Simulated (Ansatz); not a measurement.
Ansatz (an electronic-structure program) input (B3LYP-D3(BJ)/def2-TZVP):

Ansatz 0.2 input:
```yaml
crystal:
  periodic: [false, false, false]
  atoms:
    - {symbol: C, position_ang: [-2.73743729, -0.58670450, -0.23574517]}
    - {symbol: C, position_ang: [-1.54967625, 0.00604624, 0.39606256]}
    - {symbol: C, position_ang: [-0.27889737, -0.16176593, -0.43940705]}
    - {symbol: C, position_ang: [0.95051281, 0.39252275, 0.28168702]}
    - {symbol: C, position_ang: [2.19717744, 0.30084169, -0.59862046]}
    - {symbol: O, position_ang: [1.11232127, -0.34996419, 1.47647132]}
    - {symbol: H, position_ang: [-3.72115865, -0.27484922, 0.05725561]}
    - {symbol: H, position_ang: [-2.64114684, -1.41753851, -0.90687029]}
    - {symbol: H, position_ang: [-1.35595632, -0.46489009, 1.37384274]}
    - {symbol: H, position_ang: [-1.72384538, 1.06802202, 0.60329182]}
    - {symbol: H, position_ang: [-0.39370145, 0.35230188, -1.39483742]}
    - {symbol: H, position_ang: [-0.11467314, -1.22263326, -0.63238095]}
    - {symbol: H, position_ang: [0.76944565, 1.45225383, 0.53512614]}
    - {symbol: H, position_ang: [3.06394118, 0.70728415, -0.07875610]}
    - {symbol: H, position_ang: [2.05223143, 0.86226616, -1.51735518]}
    - {symbol: H, position_ang: [2.39760475, -0.73862940, -0.84841528]}
    - {symbol: H, position_ang: [1.93500214, -0.08208878, 1.89899957]}
basis:
  gaussian:
    orbitals: def2-TZVP
hamiltonian:
  xc: b3lyp
  dispersion: d3bj
magnetization: {spin_polarized: true, initial_magnetization: 1}
relax: {f_tol: 0.002, max_steps: 150}
```

End of the output:

```
1.48 GiB of device memory are held for the factors and their scratch space
mean field: 1.75 GiB planned
mean field evaluation 64: about -7413.1182 eV, gradient 5.0e-1 eV
mean field -7413.11890160 eV, -272.4270948415 hartree, gradient 1.4e-5 eV, S^2 0.753953; 0 other end points of the search recorded, 0 dependent functions left out
the calculation of the forces begins
reference -7413.11922111 eV, -272.4271065832 hartree; 25, 24 occupied and 227, 228 virtual orbitals, 1535 factors
relax step   8: F+E_penalty+E_count = -7413.68769909 eV  Δ(F+E_penalty+E_count) = -1.910e-5 eV  max|allowed force component| = 2.466e-3 eV/Å  Δτ_max = 0.0047 Å  (35 SCF iters, accepted)
these checks for a lower state are left out or cut short: starts, cluster_reference, orbital_swaps, neighbouring_geometries, increment
integrals: 0.19 GiB planned
1535 factors; their error is unknown
0.34 GiB of the device are held for the grids
1.48 GiB of device memory are held for the factors and their scratch space
mean field: 1.75 GiB planned
mean field -7413.11890083 eV, -272.4270948130 hartree, gradient 1.4e-5 eV, S^2 0.753954; 0 other end points of the search recorded, 0 dependent functions left out
the calculation of the forces begins
reference -7413.11922032 eV, -272.4271065541 hartree; 25, 24 occupied and 227, 228 virtual orbitals, 1535 factors
relax step   9: F+E_penalty+E_count = -7413.68770158 eV  Δ(F+E_penalty+E_count) = -2.493e-6 eV  max|allowed force component| = 1.061e-3 eV/Å  Δτ_max = 0.0016 Å  (35 SCF iters, accepted)
integrals: 0.19 GiB planned
1535 factors; their error is unknown
0.34 GiB of the device are held for the grids
1.48 GiB of device memory are held for the factors and their scratch space
mean field: 1.75 GiB planned
mean field evaluation 96: about -7413.1189 eV, gradient 8.0e-4 eV
mean field -7413.11890083 eV, -272.4270948130 hartree, gradient 1.4e-5 eV, S^2 0.753954; 1 other end points of the search recorded, 0 dependent functions left out
the calculation of the forces begins
reference -7413.11922032 eV, -272.4271065541 hartree; 25, 24 occupied and 227, 228 virtual orbitals, 1535 factors
Total energy: -7413.68802108 eV, -272.4480095963 hartree
Atom 0 at    -2.753121    -0.582076    -0.247626 Å, force     0.000093     0.000060     0.000059 eV/Å
Atom 1 at    -1.554535    -0.000930     0.405674 Å, force     0.000456    -0.001010     0.000019 eV/Å
Atom 2 at    -0.274370    -0.161068    -0.416359 Å, force    -0.000377    -0.000016     0.000140 eV/Å
Atom 3 at     0.964893     0.389259     0.271520 Å, force     0.000360    -0.001061     0.000094 eV/Å
Atom 4 at     2.202716     0.300832    -0.609995 Å, force     0.000042     0.000005    -0.000218 eV/Å
Atom 5 at     1.140081    -0.363140     1.477987 Å, force    -0.000000     0.000121    -0.000288 eV/Å
Atom 6 at    -3.748900    -0.274689     0.040755 Å, force     0.000124     0.000022    -0.000015 eV/Å
Atom 7 at    -2.661610    -1.425725    -0.919451 Å, force    -0.000028     0.000587     0.000226 eV/Å
Atom 8 at    -1.389294    -0.468747     1.387375 Å, force     0.000067     0.000060    -0.000014 eV/Å
Atom 9 at    -1.723504     1.061021     0.621746 Å, force    -0.000534     0.000141    -0.000433 eV/Å
Atom 10 at    -0.391894     0.343742    -1.379037 Å, force     0.000066     0.000388    -0.000199 eV/Å
Atom 11 at    -0.105956    -1.221572    -0.629432 Å, force    -0.000015     0.000134     0.000532 eV/Å
Atom 12 at     0.783086     1.442954     0.528818 Å, force    -0.000061     0.000221    -0.000122 eV/Å
Atom 13 at     3.082417     0.688019    -0.089309 Å, force    -0.000105     0.000141     0.000197 eV/Å
Atom 14 at     2.073515     0.885683    -1.523018 Å, force     0.000004     0.000096    -0.000001 eV/Å
Atom 15 at     2.397894    -0.737388    -0.885216 Å, force    -0.000011     0.000100     0.000157 eV/Å
Atom 16 at     1.920326    -0.033699     1.935918 Å, force    -0.000082     0.000013    -0.000134 eV/Å
Dipole moment:     0.264031     0.241680    -0.044223 e Å
```

It need not be the lowest isomer of its formula.
